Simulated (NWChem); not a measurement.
**Correlation energy of SeSn**

```
Sn
Se 1 2.3702
```
Charge 0, spin multiplicity 1.

The numbers come from NWChem runs, not from measurements. All single points use one geometry, from PBE/def2-SVP with def2 effective core potentials on Sn, a minimum by its harmonic frequencies.

Basis set: def2-SVP. Each correlation energy counts from its own Hartree-Fock reference.

Effective core potentials replace the inner electrons of Sn; spin-orbit coupling is left out. The correlated methods keep 13 core orbitals frozen. The structure started from a generated list of species. Coupled-cluster values serve here as a point of comparison, not as the truth.

| method | correlation energy (mHa) |
|---|---|
| CCSD | -327.2 |
| SCS-MP2 | -298.2 |
| CR-CCSD[T] | … |
| CCSD(T) | -342.4 |
| MP2 | -320.8 |
| CR-CCSD(T) | -338.8 |
| CCSD+T(CCSD) | … |

Question: Fill in the missing entries.

Answer: 
- CR-CCSD[T], correlation energy (mHa): -340.3
- CCSD+T(CCSD), correlation energy (mHa): -344.5
